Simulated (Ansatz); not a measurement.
Molecule: SiN (charge 0, doublet). 
Structure (B3LYP-D3(BJ)/def2-TZVP (Ansatz, a program for electronic structure) minimum search):
```xyz
2

Si     0.0000     0.0000    -0.5225
N      0.0000     0.0000     1.0450
```
Charge 0, spin multiplicity 2.

Basis-set convergence of Hartree-Fock and CCSD(T) correlation energies (hartree) with Ansatz. Valence correlation only, unless marked. Open shells are spin-unrestricted. No spin-orbit coupling. Non-relativistic.

The UHF reference is spin-contaminated (<S^2> 0.42 over the pure value in the largest basis). The T1 diagnostic of CCSD in the largest basis is 0.079, which is high, so the coupled-cluster rows are less sure than usual.

```tsv
basis	functions	E(HF)	E(corr, CCSD(T))
def2-SVP	32	-343.12788	-0.24815
def2-TZVPP	73	-343.30075	-0.29827
def2-QZVPP	127	-343.31212	-0.31480
```

Extrapolating the two largest sets (X = 3 and 4) as X^-3: E(corr) = (64·(-0.31480) - 27·(-0.29827))/37 = -0.3269 Eh, an estimate of the basis-set limit. The largest set recovers 96.3 % of it, the smallest 75.9 %.
